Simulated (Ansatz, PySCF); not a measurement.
F4Ge, SMILES [F][Ge]([F])([F])[F] (connectivity only; charge and spin as stated), charge +1, multiplicity 2. Atoms are numbered in the order given.

```xyz
5

F      1.0210     1.0210    -0.9420
Ge     0.0000     0.0000     0.0000
F     -1.0210     1.0210     0.9420
F     -1.0210    -1.0210    -0.9420
F      1.0210    -1.0210     0.9420
```
Charge +1, spin multiplicity 2.

The structure is a stationary point at B3LYP-D3(BJ)/def2-SVP. The multiplicity is an assumed one; other spin states were not compared. The isomer is the one that the SMILES or the coordinates give; other isomers of the formula were not compared.

Two levels are set side by side: PBE-D3(BJ)/def2-SVP (Ansatz, an electronic-structure program) and B3LYP-D3(BJ)/def2-SVP (PySCF). Each level has its own optimised geometry; the coordinates shown are those of the second. Differences are taken from unrounded values.

```csv
quantity,B3LYP-D3(BJ)
mean bond length (Å),1.724
bond F1–Ge2 (Å),1.724
bond Ge2–F3 (Å),1.724
bond Ge2–F4 (Å),1.724
bond Ge2–F5 (Å),1.724
```

Task: What does PBE-D3(BJ) give, and how far is it from B3LYP-D3(BJ)? (Estimate from the structure and the level; the computed values follow.)

Result: 
```csv
quantity,PBE-D3(BJ),PBE-D3(BJ) minus B3LYP-D3(BJ)
mean bond length (Å),1.743,0.019
bond F1–Ge2 (Å),1.743,0.019
bond Ge2–F3 (Å),1.743,0.019
bond Ge2–F4 (Å),1.743,0.019
bond Ge2–F5 (Å),1.743,0.019
```

GGA bonds tend to be longer and softer than those of functionals with exact exchange. Differences between two approximate levels are no errors against the true value.
